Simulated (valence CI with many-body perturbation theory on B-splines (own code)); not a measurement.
The numbers below are computed, except where a source is named.
# Sensitivity of CI+MBPT for Tc XXX

Method: configuration interaction combined with many-body perturbation theory (CI+MBPT): four valence electrons over a frozen Dirac-Fock core [Ne], a basis of 6 s, 6 p, 5 d, 3 f, 1 g functions for each j, with the one-electron correlation potential Σ1 (screened to all orders), the two-electron term Σ2, the three-electron term Σ3, Breit, model QED; selected single and double excitations, second order for the rest, scaled by the run's own slope (own B-spline code, finite nucleus).

No measured spectrum was set against this ion. As an estimate, large intervals hold to a few tenths of a per cent, small ones and those within an open d or f shell to about a per cent.

The reference run has the lowest level (3s^2 3p1/2^2) J=0 and an ionisation energy of 1636.75 eV. Its largest variational space holds 10000 state functions.

Levels are named by their leading jj configuration (3d3/2^4 stands for four electrons in 3d with j = 3/2), which in mixed levels can hold well under half, so a name can repeat and another be missing. Letters in brackets count levels of one name in rising energy.

Changed runs:
A. highest l in the core sums 6 → 3; logarithmic knot step 0.27 → 0.33
B. screening of Σ1 on → off
C. orbitals per symmetry with explicit Σ2 and valence Breit (the others get mean screening factors) 5 → 4
D. factor on the speed of light 1 → 0.9 (bad on purpose)

Excitation energies of the reference run in cm⁻¹, and shifts in cm⁻¹:

| Level | Reference | A | B | C | D |
| --- | --- | --- | --- | --- | --- |
| (3s^2 3p1/2 3p3/2) J=1 | 183464 | +15 | +2.4 | +2.0 | +54609 |
| (3s^2 3p1/2 3p3/2) J=2 | 220328 | +13 | +2.6 | +0.5 | +55413 |
| (3s^2 3p3/2^2) J=2 | 431387 | +28 | +4.9 | +5.3 | +110187 |
| (3s^2 3p3/2^2) J=0 | 517560 | +25 | +4.9 | +13 | +109867 |
| (3s 3p1/2^2 3p3/2) J=2 | 743553 | +0.7 | -22 | -3.2 | +74331 |
| (3s 3p1/2^2 3p3/2) J=1 | 867834 | -150 | -17 | +1.5 | +72291 |
| (3s 3p1/2 3p3/2^2) J=2 [a] | 929458 | -132 | -15 | +2.1 | +110010 |
| (3s 3p1/2 3p3/2^2) J=3 | 985991 | -152 | -13 | -1.7 | +115434 |
| (3s^2 3p1/2 3d3/2) J=2 | 1035170 | -982 | +14 | +3.0 | +71520 |
| (3s 3p1/2 3p3/2^2) J=0 | 1066920 | -110 | -16 | +7.8 | +119396 |
| (3s 3p1/2 3p3/2^2) J=1 [a] | 1087930 | -150 | -14 | +5.1 | +119882 |
| (3s 3p1/2 3p3/2^2) J=2 [b] | 1131940 | -763 | +7.7 | +3.5 | +101870 |
| Ionisation energy (eV) | 1636.75 | +0.031 | +0.0099 | +0.0036 | +8.00 |
